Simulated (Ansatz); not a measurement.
Born–Oppenheimer molecular dynamics of AlClH$_{5}$NOSi (10 atoms, charge 0, multiplicity 1). It starts from a relaxed structure.

All numbers below come from RKS PBE0-D4/STO-3G (Ansatz 0.2.0).

* ensemble: NVE (velocity Verlet)
* time step: 0.5 fs
* steps asked: 100
* starting velocities drawn for: 500 K
* seed: 781047

First frame:

```xyz
10
Properties=species:S:1:pos:R:3
Al 0.049 -0.086 -0.086
N -0.173 -0.090 1.616
H -0.992 -0.462 2.120
H 0.516 0.266 2.294
Cl 1.825 0.700 -0.817
O -1.052 -0.668 -1.203
Si -2.546 -1.268 -0.694
H -2.406 -2.328 0.286
H -3.366 -0.231 -0.098
H -3.228 -1.794 -1.854
```

(1) How far do the bonds stretch over the last three quarters of this one trajectory? (Pairs bonded in most of those frames.)

## Answers

(1) 
```
   bond  mean (Å)  spread (Å)  shortest  longest
 Al1–N2     1.721       0.041      1.67     1.79
Al1–Cl5     2.084       0.035      2.04     2.15
 Al1–O6     1.678       0.040      1.61     1.74
  N2–H3     1.032       0.018      1.00     1.06
  N2–H4     1.037       0.033      0.98     1.09
 O6–Si7     1.704       0.026      1.64     1.73
 Si7–H8     1.454       0.024      1.42     1.49
 Si7–H9     1.453       0.031      1.41     1.50
Si7–H10     1.447       0.012      1.43     1.47
```

Pairs bonded in part of these frames only: Al1–Si7 9 %.

Mean temperature of the second half: 249 K. The conserved energy stayed within 0.39 meV per atom of its start (net change 0.16 meV per atom), so the integration is sound. A run of 0.05 ps of so small a system gives no equilibrium averages. Limits of this set-up: minimal basis.

The run took 2.2 min on 1 thread of Intel(R) Xeon(R) 6975P-C (Granite Rapids), with other jobs on the host, peak memory 0.13 GiB.
